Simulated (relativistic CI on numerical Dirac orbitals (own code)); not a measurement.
**Forbidden transitions in Cr5+**

Method of calculation: Dirac-Coulomb-Breit CI, KLI orbitals optimised for each configuration, model QED (radiative potential, 1s self-energy scaled to tabulated hydrogen-like ionisation energies), valence Slater integrals scaled by 0.85, P86 correlation energy added to each configuration (own radial code, finite nucleus).

Configuration list (outside the closed core [Ne]): 3s2.3p6.3d, 3s2.3p5.3d2, 3s2.3p6.4s, 3s2.3p6.4p, 3s.3p6.3d2, 3s2.3p6.4d, 3s2.3p6.5s, 3s2.3p6.4f, 3s2.3p6.5p, 3s2.3p6.5d, 3s2.3p6.6s, 3s2.3p6.5f, 3s2.3p6.5g, 3s2.3p6.6p, 3s2.3p6.6d. Double excitations out of closed p, d and f shells are left out; levels of such configurations are missing from the list, as are those of other unlisted configurations, and high levels can miss mixing partners.

```
λ vac (nm)                      Lower                      Upper  Type   A (s⁻¹)  E lower (eV)  E upper (eV)
    24.755      3s2.3p6.3d 2D_5/2 [2]   3s2.3p5.3d2 2G°_9/2 [41]    E3  1.12e+00        0.1118       50.1971
    24.755      3s2.3p6.3d 2D_5/2 [2]   3s2.3p5.3d2 2G°_9/2 [41]    M2  9.47e+00        0.1118       50.1971
    26.419      3s2.3p6.3d 2D_3/2 [1]   3s2.3p5.3d2 2G°_9/2 [31]    E3  9.11e-01        0.0000       46.9300
    26.482      3s2.3p6.3d 2D_5/2 [2]   3s2.3p5.3d2 2G°_9/2 [31]    M2  3.91e+00        0.1118       46.9300
    26.612      3s2.3p6.3d 2D_5/2 [2]   3s2.3p5.3d2 2H°_9/2 [30]    M2  4.25e+00        0.1118       46.7015
    26.989      3s2.3p6.3d 2D_5/2 [2]  3s2.3p5.3d2 2H°_11/2 [27]    E3  8.34e-01        0.1118       46.0505
    28.074      3s2.3p6.3d 2D_5/2 [2]   3s2.3p5.3d2 4F°_9/2 [19]    M2  2.47e+01        0.1118       44.2753
    42.568      3s2.3p6.3d 2D_3/2 [1]      3s2.3p6.4s 2S_1/2 [3]    E2  4.49e+04        0.0000       29.1263
    42.732      3s2.3p6.3d 2D_5/2 [2]      3s2.3p6.4s 2S_1/2 [3]    E2  6.67e+04        0.1118       29.1263
    166.13  3s2.3p5.3d2 4G°_11/2 [10]   3s2.3p5.3d2 2G°_9/2 [41]    M1  3.29e+00       42.7339       50.1971
    209.37   3s2.3p5.3d2 4F°_9/2 [19]   3s2.3p5.3d2 2G°_9/2 [41]    M1  2.65e+00       44.2753       50.1971
    237.70   3s2.3p5.3d2 2F°_7/2 [24]   3s2.3p5.3d2 2G°_9/2 [41]    M1  3.17e+00       44.9812       50.1971
    295.47  3s2.3p5.3d2 4G°_11/2 [10]   3s2.3p5.3d2 2G°_9/2 [31]    M1  1.24e+01       42.7339       46.9300
    299.00  3s2.3p5.3d2 2H°_11/2 [27]   3s2.3p5.3d2 2G°_9/2 [41]    M1  1.10e+01       46.0505       50.1971
    312.49  3s2.3p5.3d2 4G°_11/2 [10]   3s2.3p5.3d2 2H°_9/2 [30]    M1  5.88e+00       42.7339       46.7015
    354.69   3s2.3p5.3d2 2H°_9/2 [30]   3s2.3p5.3d2 2G°_9/2 [41]    M1  6.76e+00       46.7015       50.1971
    379.50   3s2.3p5.3d2 2G°_9/2 [31]   3s2.3p5.3d2 2G°_9/2 [41]    M1  4.24e+00       46.9300       50.1971
    385.06    3s2.3p5.3d2 4D°_7/2 [9]   3s2.3p5.3d2 4F°_9/2 [19]    M1  3.93e+00       41.0554       44.2753
    467.02   3s2.3p5.3d2 4F°_9/2 [19]   3s2.3p5.3d2 2G°_9/2 [31]    M1  3.82e+00       44.2753       46.9300
    804.36  3s2.3p5.3d2 4G°_11/2 [10]   3s2.3p5.3d2 4F°_9/2 [19]    M1  2.44e+00       42.7339       44.2753
```

Terms are leading LS components. Brackets give the number of a level in order of energy, since labels repeat. The list gives strong lines, with weight on those to low levels. Levels whose partners in the same complex of configurations lie outside the list can be far off, and so can their lines. Rates are taken at the computed energies, electric ones in the length gauge.

At this charge configurations can still be misplaced by up to about 7 % of their energy. 20 of the 51 excited levels that our extract of the measured tables holds in this range could be paired (the sources list more); they are missed by 4945 cm⁻¹ on average and 8601 at most, and levels without a partner can miss by more.

LS names give the leading component of a level, which can be under half, so a name can repeat, a term be missing and a line seem to break the LS rules.
